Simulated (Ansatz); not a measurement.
`C/N=C(\C)N` + `N[Si](F)(F)F` → `CN[Si](F)(F)F` + `C/N=C\N`  (substitution at a C–C bond)

Gas-phase electronic energies from Ansatz, PBE0-D4/def2-TZVP geometries. CCSD(T)/CBS adds triple-zeta CCSD(T) − MP2 to the extrapolated MP2 energy (def2 sets, frozen cores). This one scheme is used for every species. Double bonds are as drawn, so ΔE can hold a change between cis and trans. Functionals use def2-TZVPP. Each species was taken in one conformer, which may not be the lowest.

`C/N=C(\C)N`:

```xyz
13

C     1.813    0.261   -0.183
N     0.853   -0.804   -0.054
C    -0.379   -0.503    0.024
C    -0.938    0.891    0.032
N    -1.313   -1.512    0.046
H     2.819   -0.161   -0.188
H     1.693    0.827   -1.117
H     1.767    0.985    0.643
H    -0.668    1.406   -0.893
H    -2.025    0.901    0.121
H    -0.511    1.467    0.856
H    -0.926   -2.429    0.203
H    -2.186   -1.329    0.511
```

`N[Si](F)(F)F`:

Z-matrix (Å, degrees):
```
Si
F 1 1.578
F 1 1.574 2 105.7
N 1 1.672 2 115.9 3 -121.6
F 1 1.574 2 105.8 3 116.9
H 4 1.005 1 122.2 2 79.8
H 4 1.005 1 122.2 2 -80.3
```

`CN[Si](F)(F)F`:

Z-matrix (Å, degrees):
```
C
N 1 1.451
H 1 1.091 2 109.8
H 1 1.094 2 112.5 3 -119.9
H 1 1.093 2 111.0 3 118.2
Si 2 1.670 1 125.8 3 16.4
H 2 1.007 1 114.9 3 -174.2
F 6 1.575 2 108.9 1 -170.2
F 6 1.577 2 111.1 1 -49.0
F 6 1.580 2 115.4 1 69.8
```

`C/N=C\N`:

```xyz
10

C    -0.462    1.029    0.797
N    -0.647   -0.400    0.859
C    -0.053   -1.096   -0.018
N     0.782   -0.661   -1.011
H    -1.037    1.507    1.591
H     0.591    1.319    0.928
H    -0.806    1.459   -0.158
H    -0.169   -2.180    0.013
H     0.796    0.316   -1.244
H     1.006   -1.293   -1.758
```

Problem. Is it downhill or uphill in electronic energy at CCSD(T)/CBS, and by how much? (An estimate is asked.)

Solution. The calculation gave: Uphill: ΔE = +13.9 kcal/mol.

Problem. What do these levels give: PBE-D4, r2SCAN-D4, PBE0-D4, ωB97X-V, ωB97M-V, HF/def2-TZVPP, MP2/def2-TZVPP, SCS-MP2/def2-TZVPP, CCSD(T)/def2-TZVPP, HF/def2-QZVPP, MP2/def2-QZVPP, CCSD/CBS(def2)? (Estimate.)

Solution. Ansatz gave: PBE-D4 13.0, r2SCAN-D4 14.0, PBE0-D4 13.4, ωB97X-V 13.2, ωB97M-V 13.9, HF/def2-TZVPP 12.3, MP2/def2-TZVPP 14.4, SCS-MP2/def2-TZVPP 13.3, CCSD(T)/def2-TZVPP 13.5, HF/def2-QZVPP 12.3, MP2/def2-QZVPP 14.6, CCSD/CBS(def2) 13.7 kcal/mol.

Largest T1 diagnostic among the species: 0.013.

In def2-TZVPP, CCSD(T) changes the Hartree–Fock value by +1.2 kcal/mol (the triples alone add +0.2 kcal/mol) and MP2 by +2.1 kcal/mol.
